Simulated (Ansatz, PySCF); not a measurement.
Species: SrF2 (charge 0, singlet). SMILES: [Sr]([F])[F]
Geometry: optimised at B3LYP-D3(BJ)/def2-TZVP (Ansatz, a program for electronic structure).

Property: vertical triplet-singlet gap (E(triplet) - E(singlet); each state is the SCF solution reached for its spin; for the triplet the Hartree-Fock reference is unstable and T1 is 0.029), in kcal/mol. Valence correlation only, unless marked. Open shells are spin-unrestricted. No spin-orbit coupling. Frozen are the shells of the preceding noble gas and the d and f shells that filled before the atom's block. The outer core of K, Ca and their heavier congeners is not correlated, a term that matters for these elements. Past Kr the def2 sets carry scalar-relativistic core potentials.  The program attaches cautions to a run behind CCSD/def2-SVPD: other roots. The program attaches cautions to a run behind CCSD/def2-TZVPPD: other roots. The program attaches cautions to a run behind CCSD(T)/def2-SVPD: other roots. The program attaches cautions to a run behind CCSD(T)/def2-TZVPPD: other roots.

| level | program | vertical triplet-singlet gap (kcal/mol) |
|---|---|---|
| RI-HF/def2-TZVPPD | Ansatz | 119.1 |
| SVWN5/def2-TZVPD | Ansatz | 123.9 |
| PBE/def2-TZVPD | Ansatz | 119.2 |
| r2SCAN/def2-TZVPD | Ansatz | 124.2 |
| B3LYP/def2-TZVPD | Ansatz | 129.0 |
| PBE0/def2-TZVPD | Ansatz | 131.4 |
| M06-2X/def2-TZVPD | PySCF | 146.3 |
| wB97M-V/def2-TZVPD | Ansatz | 147.8 |
| B2PLYP/def2-TZVPD | Ansatz | 147.0 |
| RI-MP2/def2-TZVPPD | Ansatz | 167.9 |
| CCSD/def2-SVPD | Ansatz | 159.6 |
| CCSD/def2-TZVPPD | Ansatz | 159.5 |
| CCSD(T)/def2-SVPD | Ansatz | 157.6 |
| CCSD(T)/def2-TZVPPD | Ansatz | 157.5 |
